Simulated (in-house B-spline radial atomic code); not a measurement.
Ionisation energies along the 50-electron series, configuration [Kr] 4d10 4f4, as differences of self-consistent energies. Dirac energy differences include first-order Breit, QED and recoil terms. NIST's values go from ground level to ground level; the uncertainty of those that are theory runs from under 0.1 % in few-electron ions to several per cent in heavy many-electron ones. Computed with a B-spline radial code for spherical atoms: Dirac-Hartree-Fock, average of the configuration, finite nuclei.

```csv
ion,configuration after,ionisation energy (eV),IE/(q+1)² (eV),Breit and QED recoil part (eV),tabulated value (eV),tabulated kind,computed minus tabulated (eV)
Tb15+,[Kr] 4d10 4f3,315.4,1.2321,0.10192,325,tabulated theory,-9.6
Dy16+,[Kr] 4d10 4f3,354.0,1.225,0.10515,366,tabulated theory,-12.0
Ho17+,[Kr] 4d10 4f3,?,?,?,?,tabulated theory,?
Er18+,[Kr] 4d10 4f3,436.8,1.2099,0.10859,450,tabulated theory,-13.2
Tm19+,[Kr] 4d10 4f3,480.9,1.2022,0.10874,496,tabulated theory,-15.1
Yb20+,[Kr] 4d10 4f3,?,?,?,?,tabulated theory,?
Lu21+,[Kr] 4d10 4f3,574.5,1.187,0.10582,600,tabulated theory,-25.5
```

Question: Fill in the row of Ho17+.

Answer: ionisation energy (eV): 394.5; IE/(q+1)² (eV): 1.2175; Breit and QED recoil part (eV): 0.10738; tabulated value (eV): 408; computed minus tabulated (eV): -13.5.

Question: Fill in the row of Yb20+.

Answer: ionisation energy (eV): 526.8; IE/(q+1)² (eV): 1.1946; Breit and QED recoil part (eV): 0.10783; tabulated value (eV): 540; computed minus tabulated (eV): -13.2.

Where a p, d or f electron is removed, the computed value is a mean over both j, so it misses the tabulated one by a part of the spin-orbit splitting; averaging over terms and missing correlation add to the gap, relatively most at low charge.
